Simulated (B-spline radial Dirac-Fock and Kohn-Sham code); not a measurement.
**Au 4f5/2: cross section and angular parameters**

System: the Au atom in the configuration [Xe] 4f14 5d10 6s1; threshold 87.60 eV (tabulated edge). The computed values come from an atomic code on a B-spline grid: Dirac-Hartree-Slater photoionisation with a Latter tail; cross sections with all multipoles, angular parameters from the dipole term and its interference with E2.

Input file task.json (cfg lists n, l and occupation; rrms is the nuclear radius in fm):

```json
{"items": [{
  "Z": 79,
  "q": 0,
  "cfg": [[1, 0, 2], [2, 0, 2], [2, 1, 6], [3, 0, 2], [3, 1, 6], [3, 2, 10], [4, 0, 2], [4, 1, 6], [4, 2, 10], [4, 3, 14], [5, 0, 2], [5, 1, 6], [5, 2, 10], [6, 0, 1]],
  "A": 197,
  "rrms": 5.4371,
  "do": "xps",
  "hv": [60, 76.7, 150, 160.0, 193.0, 292.0, 400, 561.0, 579.0, 693.0, 730.0, 800, 873.0, 1253.6, 1320.0, 1390.0, 1400.0, 1560.0, 2600.0, 2930.0, 2984.4, 3630.0, 5590.0, 6000, 9200.0, 9920.0, 12500.0, 13600.0, 15000],
  "edges": {"K": 80725.0, "L1": 14353.0, "L2": 13734.0, "L3": 11919.0, "M1": 3425.0, "M2": 3148.0, "M3": 2743.0, "M4": 2291.0, "M5": 2206.0, "N1": 762.1, "N2": 642.7, "N3": 546.3, "N4": 353.2, "N5": 335.1, "N6": 87.6, "N7": 83.9, "O1": 107.2, "O2": 74.2}
}]}
```

Run with: `python xray2_run.py task.json out`

For linearly polarised light dσ/dΩ = σ/(4π) [1 + β P₂(cos θ) + (δ + γ cos²θ) sin θ cos φ], with θ from the polarisation vector and φ the angle between the beam and the projection of the electron momentum on the plane normal to the polarisation.

```
hν (eV)  σ (kb)      β       γ      δ
    150     467  1.121   0.008  0.007
    160     614  0.863   0.005  0.008
    193    1230  0.404  -0.002  0.010
    292    2220  0.296  -0.007  0.015
    400    1890  0.457  -0.006  0.021
    561    1170  0.661   0.004  0.031
    579    1100  0.680   0.005  0.032
    693     769  0.779   0.019  0.038
    730     686  0.805   0.025  0.040
    800     555  0.850   0.037  0.044
    873     449  0.888   0.051  0.049
 1253.6       ?      ?       ?      ?
   1320     145  1.021   0.165  0.073
   1390     124  1.031   0.186  0.076
   1400     122  1.033   0.189  0.077
   1560    87.6  1.050   0.237  0.085
   2600    16.4  1.053   0.544  0.134
   2930    10.8  1.038   0.632  0.149
 2984.4    10.1  1.035   0.646  0.151
   3630    4.97  0.999   0.798  0.179
   5590   0.959  0.886   1.144  0.263
   6000   0.725  0.865   1.201  0.280
   9200   0.127  0.733   1.534  0.407
   9920  0.0923  0.709   1.590  0.435
  12500  0.0343  0.637   1.749  0.528
  13600  0.0238  0.611   1.802  0.566
  15000  0.0155  0.581   1.861  0.613
```

Task: Give the values at Mg Kα (1253.6 eV).

Result: σ = 169 kb, β = 1.009, γ = 0.146, δ = 0.069.
